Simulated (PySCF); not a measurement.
## How the method changes the constants of WI

State: ⁶Σ⁺ (sextet), unpaired electrons σ ↑, π ↑↑, δ ↑↑. Set-up: PySCF, scalar-relativistic core potentials, basis sets W def2-TZVPP with ECP60, I def2-TZVPP with ECP28. De refers to W (5d4 6s2) + I in their high-spin ground configurations, without counterpoise correction. The functionals are run spin-unrestricted. A positive dipole means W(−)I(+).

```tsv
Level	Re (Å)	ωe (cm⁻¹)	De (eV)	μ (D)	CPU s a point (SCF and correlation, without the integrals)
UHF	2.714	183	n/a	-4.81	4.8
UHF-MP2	2.585	213	n/a	n/a	7.3
UHF-SCS-MP2	2.609	206	n/a	n/a	n/a
LDA	2.570	210	n/a	-2.46	1.5
PBE	2.617	196	n/a	-2.77	2.1
PBEsol	2.591	204	n/a	-2.67	1.4
BLYP	2.651	187	n/a	-2.74	2.3
r²SCAN	2.624	197	n/a	-3.22	2.9
TPSSh	2.624	197	n/a	-3.23	4.1
PBE0	2.616	200	n/a	-3.39	4.7
ωB97M-V	2.626	201	n/a	-3.71	13
```

Task: What does second-order correlation do here, going from UHF to UHF-MP2?

Result: UHF-MP2 less UHF: -12.9 pm in Re, +16.4 % in ωe. Correlation nearly always deepens the well. The bond shortens, as in weak, metallic or heavy-atom bonds, where dispersion and the correlation of outer-core electrons pull the atoms together.

Correlated steps freeze 4 core orbitals. De is left out where the level can put another filling of the metal’s s and d shells below the measured ground configuration, by anything from nothing to about 1 eV. These are scalar-relativistic numbers at best; spin–orbit coupling would shift them, the dissociation energy most. The state is the lowest single determinant that the PBE0 search found; with open d or f shells the true ground state can be another one.

The whole job (state search and all levels along the bond) took about 7.6 min on 2 threads of Intel Xeon Platinum 8488C (shared host), peak memory 3.9 GiB.
